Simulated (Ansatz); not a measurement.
`F[SiH]1CC1` + H₂ → `C1C[SiH2]1` + H–F at 600 K and 1 bar (hydrogenolysis of the Si–F bond).

Computed with Ansatz on PBE0-D4/def2-TZVP structures; ΔE is electronic, products minus reactants. CCSD(T)/CBS is the MP2 limit (def2-TZVPP, def2-QZVPP) plus CCSD(T) − MP2 in def2-TZVPP, frozen cores. This one scheme is used for every species.

```csv
species,CCSD(T)/CBS energy (Eh),H − E (kJ/mol),S (J/(mol·K))
`F[SiH]1CC1`,-468.00632,217.4,367.8
H₂,-1.17544,43.9,150.8
`C1C[SiH2]1`,-368.74760,226.4,334.3
H–F,-100.39570,42.3,194.0
```

H − E and S are ideal-gas, rigid-rotor, harmonic terms from PBE0-D4/def2-TZVP. The MP2-based limit puts H₂ 0.8 mEh under its directly extrapolated value; such offsets cancel only in part. 1 Eh = 2625.50 kJ/mol, R = 8.31446 J/(mol·K).

Problem. By hand: ΔE, ΔH, ΔS and ΔG.

Solution. ΔE = (-368.74760) + (-100.39570) − (-468.00632) − (-1.17544) = 0.03846 Eh = 101.0 kJ/mol. Δ(H − E) = 226.4 + 42.3 − 217.4 − 43.9 = 7.4, so ΔH = 108.4 kJ/mol. ΔS = 334.3 + 194.0 − 367.8 − 150.8 = 9.7 J/(mol·K). ΔG = 108.4 − 600 × (9.7)/1000 = 102.6 kJ/mol.

Problem. By hand: the equilibrium constant, and the temperature at which ΔG would vanish if ΔH and ΔS stayed fixed.

Solution. log₁₀ K = −ΔG/(RT ln 10) = -8.9. ΔG = 0 at ΔH/ΔS = 11175 K, far beyond where these terms or the molecules hold.

The number of gas molecules stays the same, so ΔS is small and ΔH decides. A doubt of 5 kJ/mol in ΔE shifts log₁₀ K by 0.4 here. These are equilibria of isolated gas molecules and say nothing of rates. Largest T1 diagnostic: 0.011 (customary marks: 0.02 for closed shells, 0.045 for open ones).
